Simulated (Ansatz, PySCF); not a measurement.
Sites of protonation at heteroatoms (carbon was not tried) of OB(O)O[SiH3]:

A. OB(O)O[SiH3] + H+ -> OB(O)[OH+][SiH3]
B. OB(O)O[SiH3] + H+ -> OB([OH2+])O[SiH3]

Quantity: proton affinity (enthalpy at 298 K, with B3LYP-D3(BJ) rigid-rotor harmonic-oscillator terms), kJ/mol. Geometries: B3LYP-D3(BJ)/def2-TZVP minima from Ansatz (a first-principles code), one conformer each, not searched for the lowest. Frequencies are from Ansatz or PySCF. Correlated levels leave the core frozen unless marked. Spin-orbit coupling is left out. No relativistic terms. CBS marks a two-point X^-3 extrapolation of the correlation energy; Hartree-Fock from the larger set. Positive means that the reaction releases energy.

```json
[
 {"": "A", "PBE0/def2-TZVPD (Ansatz)": "790.1", "B2GP-PLYP-D4/def2-TZVPD (Ansatz + dftd4)": "783.2", "MP2/6-31G* (Ansatz)": "798.7", "CCSD(T)/CBS(cc-pV(T+d)Z,cc-pV(Q+d)Z) (Ansatz)": "788.3"},
 {"": "B", "PBE0/def2-TZVPD (Ansatz)": "777.0", "B2GP-PLYP-D4/def2-TZVPD (Ansatz + dftd4)": "769.6", "MP2/6-31G* (Ansatz)": "783.0", "CCSD(T)/CBS(cc-pV(T+d)Z,cc-pV(Q+d)Z) (Ansatz)": "773.7"}
]
```
